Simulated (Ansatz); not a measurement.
`C[SiH2][O][GeH3]` → `C[O][GeH3]` + `[SiH2]`  (silylene formation by 1,1-elimination)

Computed with Ansatz on PBE0-D4/def2-TZVP structures; ΔE is electronic, products minus reactants. CCSD(T)/CBS is the MP2 limit (def2-TZVPP, def2-QZVPP) plus CCSD(T) − MP2 in def2-TZVPP, frozen cores. This one scheme is used for every species. DFT in def2-TZVPP. For Ge outer-core shells are correlated without core-valence functions, which leaves a few kJ/mol of doubt a bond. Scalar relativity is left out up to krypton. One conformer a species, not always the lowest.

`C[SiH2][O][GeH3]`:

Z-matrix (Å, degrees):
```
C
Si 1 1.858
H 1 1.092 2 110.8
H 1 1.093 2 110.4 3 -119.9
H 1 1.092 2 110.8 3 120.2
O 2 1.638 1 108.9 3 -60.1
H 2 1.493 1 110.4 3 179.1
H 2 1.493 1 110.4 3 60.6
Ge 6 1.774 2 133.9 1 179.8
H 9 1.533 6 105.6 2 -179.8
H 9 1.538 6 108.6 2 -60.0
H 9 1.538 6 108.6 2 60.5
```

`C[O][GeH3]`:

```xyz
9

C     0.931   -0.732    0.694
O     0.792    0.207   -0.342
Ge   -0.850    0.764   -0.742
H     1.994   -0.960    0.804
H     0.402   -1.670    0.479
H     0.565   -0.346    1.656
H    -1.702   -0.450   -1.164
H    -0.661    1.760   -1.889
H    -1.472    1.427    0.504
```

`[SiH2]`:

Cartesian coordinates in Å:
```
Si -0.119 -0.373 0.594
H 0.534 0.971 0.291
H -0.415 -0.598 -0.885
```

```tsv
level	ΔE (kJ/mol)	difference from CCSD(T)/CBS
LDA (SPW92)	454.9	12.4
PBE-D4	427.7	-14.8
revPBE-D4	420.2	-22.3
BLYP-D4	414.5	-28.0
r2SCAN0-D4	464.4	21.9
PBE	420.0	-22.5
BLYP	398.9	-43.6
r2SCAN	457.2	14.7
PBE0	436.8	-5.7
r2SCANh	459.1	16.6
r2SCAN0	461.9	19.4
LC-ωPBE	454.4	11.9
RPA@PBE/def2-TZVPP	405.9	-36.6
CCSD/def2-SVP	399.6	-42.9
CCSD(T)/def2-SVP	401.0	-41.5
HF/def2-TZVPP	428.0	-14.5
CCSD(T)/CBS	442.5	0
```

Largest T1 diagnostic among the species: 0.014.

At CCSD(T), def2-SVP lies −41.5 kJ/mol from the extrapolated value and def2-TZVPP −9.9 kJ/mol. From r2SCAN to r2SCAN0 (25 % exact exchange), in def2-TZVPP and without D4, ΔE moves by +4.7 kJ/mol. The D4 term adds +12.4 kJ/mol with B3LYP and +6.8 kJ/mol with PBE0; it sums over pairs of atoms, weighted by their polarisabilities, and B3LYP, whose exchange is more repulsive, gets the larger term.

B3LYP here is the variant with VWN-RPA as its local correlation; programs differ in this.
